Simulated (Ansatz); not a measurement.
Ideal-gas functions of Al2Cl4F2, SMILES `[Cl][Al-]1([Cl])[F+][Al-]([Cl])([Cl])[F+]1` at 298.15 K and 1 bar, from an Ansatz frequency run at PBE0-D4/def2-TZVP.

Molar mass 233.77 g/mol, point group D2h (symmetry number 4), electronic degeneracy 1, moments of inertia 524.251, 936.425, 1357.261 u Å². Harmonic wavenumbers (cm⁻¹, unscaled): 33, 56, 101, 124, 141, 143, 180, 201, 280, 298, 427, 437, 509, 554, 588, 633, 647, 658.

Use S(trans) = R[1.5 ln M + 2.5 ln T − 1.1517]; rotational temperatures θ = 24.2544 K / I; S(rot) = R[ln(√π/σ · √(T³/θAθBθC)) + 1.5]; for each mode x = 1.438777 ν̃/T, S = R[x/(eˣ − 1) − ln(1 − e⁻ˣ)] and H = RT x/(eˣ − 1); 1 cm⁻¹ = 0.0119627 kJ/mol; R = 8.31446 J/(mol·K).

By hand: the entropy, in J/(mol·K).

Translation 176.9. Rotation: θ = 0.0463, 0.0259, 0.0179 K, giving 121.4. Vibration, mode by mode: 23.60, 19.22, 14.37, 12.71, 11.67, 11.56, 9.74, 8.89, 6.42, 5.98, 3.63, 3.50, 2.66, 2.24, 1.97, 1.66, 1.57, 1.51, in all 142.9. Electronic 0.0. Sum 441.2 J/(mol·K).

By hand: H − E and G − E in kJ/mol, counted from the electronic energy.

Zero-point energy ½ × 6010 × 0.0119627 = 35.9; thermal vibration 21.0; translation, rotation and pV give 4 RT = 9.9. H − E = 66.8 kJ/mol, and G − E = 66.8 − 298.15 × 441.2/1000 = -64.7 kJ/mol.

Vibration gives 32 % of the entropy, 93.1 J/(mol·K) of it from the modes under 150 cm⁻¹: soft modes count most, and the harmonic formula is weakest for them.
